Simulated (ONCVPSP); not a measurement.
## What one change does to a pseudopotential (In, ONCV)

ONCVPSP 4.0.1 input, shortened (lines: element, Z, core and valence counts, functional; n l f; lmax; l rc ep ncon nbas qcut; lloc lpopt rc5 dvloc0; l nproj debl; icmod fcfact rcfact), PBE, scalar-relativistic:

```
  In 49.00    8    3        4      upf
    1    0    2.00
    2    0    2.00
    2    1    6.00
    3    0    2.00
    3    1    6.00
    3    2   10.00
    4    0    2.00
    4    1    6.00
    4    2   10.00
    5    0    2.00
    5    1    1.00
    2
    0    2.35    0.00    4    8    2.20
    1    2.20    0.00    3    7    4.10
    2    1.15    0.00    3    5    7.00
    4    5    1.15    0.00
    0    1    1.60
    1    2    1.60
    2    1    3.60
    3    4.75    1.55
```

Change: functional PBEsol.

Cutoffs: the cutoffs (Ha) at which the residual kinetic energy of the hardest occupied pseudo-wave falls to 1 and 0.1 mHa per electron; they do not see the model core or the augmentation charge, which bear on the density cutoff. Errors are all-electron minus pseudo energies relative to the spin-unpolarised reference configuration.

Question: Predict the effect on cutoff, ghosts and configuration errors.

Answer: The potential gets neither clearly harder nor softer (62 Ha and 102 Ha → 62 Ha and 102 Ha); both files keep a bound ghost (p, s); of the 3 tests that both files solve, the error grows in 1 and shrinks in 1 by more than 15 % and 0.3 meV (median size 8.6 → 5.6 meV).

```tsv
quantity	base	changed
cutoff, loose	62 Ha	62 Ha
cutoff, tight	102 Ha	102 Ha
loose cutoff by channel	s 24 Ha, p 4.6 Ha, d 62 Ha	s 24 Ha, p 4.6 Ha, d 62 Ha
bound ghosts	s, p	s, p
GHOST(+) flags under 300 eV	none	none
tests with a reliable result	3 of 4	3 of 4
error for 4d10 5s2 5p0, meV [ΔE 5.36 eV]	-1.6	-2.5
error for 4d10 5s1 5p0, meV [ΔE 24.60 → 24.64 eV]	-8.6	-5.6
error for 4d9 5s2 5p1, meV [ΔE 25.12 → 25.09 eV]	-58	-56
s: phases at 2.39 bohr within 0.05 rad from the reference energy up to (Ha; the scan ends near 5)	0.7	0.7
p: phases at 2.23 bohr within 0.05 rad from the reference energy up to (Ha; the scan ends near 5)	3.6	3.6
d: phases at 1.17 bohr within 0.05 rad from the reference energy up to (Ha; the scan ends near 5)	to the end of the scan	to the end of the scan
rms error of d²Exc/dni dnj with the model core, mHa	0.43	0.29
```

 A true bound ghost makes a file unfit for plane-wave use even where its test errors are small: the radial tests pick states by their node count and pass the ghost by.
